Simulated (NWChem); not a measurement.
System: SiHSCl$_{2}$F; SMILES F[Si](S)(Cl)Cl

Input file for NWChem:

```
start job
memory heap 200 mb stack 900 mb global 1100 mb
geometry units angstroms noautosym nocenter noautoz
  F     -0.024721     0.155108     1.860631
  Si    -0.007614     0.014231     0.264233
  S      0.794164    -1.855393    -0.341842
  Cl    -1.934695     0.097689    -0.412855
  Cl     1.070058     1.617402    -0.429016
  H      2.027443    -1.625106     0.163515
end
basis spherical
  * library aug-cc-pvdz
end
dft
  xc b3lyp
  iterations 150
end
property
  response 1 0.0773
end
task dft property
```

Output (shortened):

```
             Northwest Computational Chemistry Package (NWChem) 7.3.0
             --------------------------------------------------------

                             Geometry "geometry" -> ""
                             -------------------------

 Output coordinates in angstroms (scale by  1.889725989 to convert to a.u.)

  No.       Tag          Charge          X              Y              Z
 ---- ---------------- ---------- -------------- -------------- --------------
    1 F                    9.0000    -0.02472100     0.15510800     1.86063100
    2 Si                  14.0000    -0.00761400     0.01423100     0.26423300
    3 S                   16.0000     0.79416400    -1.85539300    -0.34184200
    4 Cl                  17.0000    -1.93469500     0.09768900    -0.41285500
    5 Cl                  17.0000     1.07005800     1.61740200    -0.42901600
    6 H                    1.0000     2.02744300    -1.62510600     0.16351500

 Effective nuclear repulsion energy (a.u.)     444.8327354251

                              NWChem Property Module
                              ----------------------

                                 NWChem DFT Module
                                 -----------------

 Summary of "ao basis" -> "ao basis" (spherical)
 ------------------------------------------------------------------------------
       Tag                 Description            Shells   Functions and Types
 ---------------- ------------------------------  ------  ---------------------
 F                        aug-cc-pvdz                9       23   4s3p2d
 Si                       aug-cc-pvdz               11       27   5s4p2d
 S                        aug-cc-pvdz               11       27   5s4p2d
 Cl                       aug-cc-pvdz               11       27   5s4p2d
 H                        aug-cc-pvdz                5        9   3s2p

            General Information
            -------------------
          SCF calculation type: DFT
          Wavefunction type:  closed shell.
          No. of atoms     :     6
          No. of electrons :    74
           Alpha electrons :    37
            Beta electrons :    37
          Charge           :     0
          Spin multiplicity:     1
          Use of symmetry is: off; symmetry adaption is: off
          Maximum number of iterations: 150
          AO basis - number of functions:   140
                     number of shells:    58
          Convergence on energy requested:  1.00D-06
          Convergence on density requested:  1.00D-05
          Convergence on gradient requested:  5.00D-04

              XC Information
              --------------
                         B3LYP Method XC Potential
                     Hartree-Fock (Exact) Exchange  0.200
                        Slater Exchange Functional  0.800 local
                    Becke 1988 Exchange Functional  0.720 non-local
              Lee-Yang-Parr Correlation Functional  0.810
                  VWN I RPA Correlation Functional  0.190 local

             Grid Information
             ----------------
          Grid used for XC integration:  medium
          Radial quadrature: Mura-Knowles
          Angular quadrature: Lebedev.
          Tag              B.-S. Rad. Rad. Pts. Rad. Cut. Ang. Pts.
          ---              ---------- --------- --------- ---------
          F                   0.50       49          12.0       434
          Si                  1.10       88          14.0       590
          S                   1.00       88          13.0       590
          Cl                  1.00       88          15.0       590
          H                   0.35       45          14.0       434
          Grid pruning is: on
          Number of quadrature shells:   446
          Spatial weights used:  Erf1

      Superposition of Atomic Density Guess
      -------------------------------------

 Sum of atomic energies:       -1705.15496730

      Non-variational initial energy
      ------------------------------

 Total energy =   -1706.332128
 1-e energy   =   -3246.838997
 2-e energy   =    1095.674133
 HOMO         =      -0.339212
 LUMO         =       0.009700

   convergence    iter        energy       DeltaE   RMS-Dens  Diis-err
 ---------------- ----- ----------------- --------- --------- ---------
 d= 0,ls=0.0,diis     1  -1708.7068286273 -2.15D+03  1.13D-02  9.13D-01
 d= 0,ls=0.0,diis     2  -1708.6367592745  7.01D-02  5.37D-03  1.60D+00
 d= 0,ls=0.0,diis     3  -1708.8049204400 -1.68D-01  1.05D-03  4.20D-02
 d= 0,ls=0.0,diis     4  -1708.8075331157 -2.61D-03  4.91D-04  8.48D-03
 d= 0,ls=0.0,diis     5  -1708.8085618939 -1.03D-03  1.03D-04  3.18D-04
  Resetting Diis
 d= 0,ls=0.0,diis     6  -1708.8086046072 -4.27D-05  2.35D-05  1.12D-05
 d= 0,ls=0.0,diis     7  -1708.8086063808 -1.77D-06  1.09D-05  8.75D-07
 d= 0,ls=0.0,diis     8  -1708.8086063505  3.03D-08  5.60D-06  1.04D-06

         Total DFT energy =    -1708.808606350460
      One electron energy =    -3248.143338781184
           Coulomb energy =     1208.613689816754
    Exchange-Corr. energy =     -114.111692811103
 Nuclear repulsion energy =      444.832735425073

 Numeric. integr. density =       73.999997396252

                       DFT Final Molecular Orbital Analysis
                       ------------------------------------

 Vector   35  Occ=2.000000D+00  E=-3.520187D-01
              MO Center=  5.9D-01,  2.9D-01, -3.4D-01, r^2= 4.6D+00
   Bfn.  Coefficient  Atom+Function         Bfn.  Coefficient  Atom+Function
  ----- ------------  ---------------      ----- ------------  ---------------
   114      0.340990  5 Cl py               115      0.246697  5 Cl pz
   117      0.246115  5 Cl py                60      0.233541  3 S  py
   118      0.186763  5 Cl pz                61      0.183679  3 S  pz
    88     -0.180024  4 Cl pz               113     -0.177074  5 Cl px
    63      0.144214  3 S  py                64      0.139827  3 S  pz

 Vector   36  Occ=2.000000D+00  E=-3.460935D-01
              MO Center= -1.3D-01,  8.6D-01, -3.7D-01, r^2= 4.2D+00
   Bfn.  Coefficient  Atom+Function         Bfn.  Coefficient  Atom+Function
  ----- ------------  ---------------      ----- ------------  ---------------
   113      0.385381  5 Cl px                87      0.296379  4 Cl py
   116      0.284868  5 Cl px               115      0.263357  5 Cl pz
    90      0.224536  4 Cl py               118      0.203469  5 Cl pz
    88     -0.202410  4 Cl pz                86      0.177367  4 Cl px
    91     -0.159631  4 Cl pz                89      0.119707  4 Cl px

 Vector   37  Occ=2.000000D+00  E=-2.985423D-01
              MO Center=  7.5D-01, -1.5D+00, -2.8D-01, r^2= 2.5D+00
   Bfn.  Coefficient  Atom+Function         Bfn.  Coefficient  Atom+Function
  ----- ------------  ---------------      ----- ------------  ---------------
    61      0.455224  3 S  pz                64      0.396141  3 S  pz
    60     -0.232111  3 S  py                63     -0.195443  3 S  py
    59     -0.149320  3 S  px                62     -0.141229  3 S  px
   114     -0.140834  5 Cl py               117     -0.101989  5 Cl py
   115     -0.079225  5 Cl pz                88     -0.077198  4 Cl pz

 Vector   38  Occ=0.000000D+00  E=-4.147461D-02
              MO Center=  3.6D-01, -3.4D-01, -1.6D-01, r^2= 8.9D+00
   Bfn.  Coefficient  Atom+Function         Bfn.  Coefficient  Atom+Function
  ----- ------------  ---------------      ----- ------------  ---------------
    27      1.345154  2 Si s                 28      0.948293  2 Si s
    55     -0.449197  3 S  s                 26      0.371442  2 Si s
    54     -0.363001  3 S  s                134      0.363864  6 H  s
    63     -0.318013  3 S  py               109     -0.307535  5 Cl s
    82     -0.301006  4 Cl s                 66     -0.284573  3 S  py

 Vector   39  Occ=0.000000D+00  E=-2.692961D-02
              MO Center=  1.4D+00, -1.3D+00, -2.4D-02, r^2= 6.5D+00
   Bfn.  Coefficient  Atom+Function         Bfn.  Coefficient  Atom+Function
  ----- ------------  ---------------      ----- ------------  ---------------
   134      1.370705  6 H  s                 27     -0.651417  2 Si s
   133      0.648181  6 H  s                 65     -0.517435  3 S  px
    28     -0.461321  2 Si s                 62     -0.415890  3 S  px
    55     -0.413344  3 S  s                 54     -0.272135  3 S  s
     4      0.263554  1 F  s                 59     -0.252112  3 S  px

 Vector   40  Occ=0.000000D+00  E= 1.262772D-04
              MO Center=  2.9D-01,  2.7D-03,  3.0D-01, r^2= 8.2D+00
   Bfn.  Coefficient  Atom+Function         Bfn.  Coefficient  Atom+Function
  ----- ------------  ---------------      ----- ------------  ---------------
    28      0.928110  2 Si s                 38      0.510306  2 Si px
    35      0.425003  2 Si px               109     -0.416928  5 Cl s
    40      0.410725  2 Si pz                55     -0.349587  3 S  s
    34      0.288556  2 Si pz                27     -0.278461  2 Si s
    32      0.259367  2 Si px                67     -0.259470  3 S  pz

     Multipole analysis of the density
     ---------------------------------

[...]

 DFT Linear Response polarizability / au
 Frequency  =       0.0773000 / au
 Wavelength =     589.4353558 / nm
              X              Y              Z
 -----------------------------------------------
 X      79.0090105     -1.9020118      0.4611968
 Y      -1.9019986     81.8956158     -0.4775025
 Z       0.4611937     -0.4775292     60.8721755
 -----------------------------------------------
 Eigenvalues =      78.0670165     82.8581612     60.8516241
 Isotropic   =      73.9256006
 Anisotropic =      20.0451051
 -----------------------------------------------

 Magnetic Dipole Response Matrix (nonzero elements):
```

Level: B3LYP/aug-cc-pVDZ. All runs use the structure optimised with B3LYP/6-31G* (spherical d).
